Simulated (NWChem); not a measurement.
Species: AlGeH3Cl2; SMILES [Cl][Al]([Cl])[GeH3]

Computed with NWChem. Medium grid unless said otherwise, to which SCAN and Minnesota functionals are sensitive. Geometry: optimised at PBE0/def2-SVP. Total energies of different functionals are on different scales.

```csv
level,energy (Ha),highest occupied level (eV),orbital gap (eV),dipole (D),relative time
B3LYP/def2-SVP,-3241.2474,-7.99,6.17,1.35,1
PBE/def2-SVP,-3240.3120,-7.10,4.70,1.35,2
LC-BLYP (range parameter 0.33 per bohr)/def2-SVP,-3240.1785,-10.32,10.52,1.38,4
KT2/def2-SVP,-3258.7474,-7.19,4.69,1.43,1
M06-2X/def2-SVP,-3241.1121,-9.30,8.20,1.54,1
BP86/def2-SVP,-3241.5235,-7.21,4.74,1.34,1
BLYP/def2-SVP,-3241.1837,-6.88,4.69,1.22,2
```

Relative times are rough (shared machine, one core).
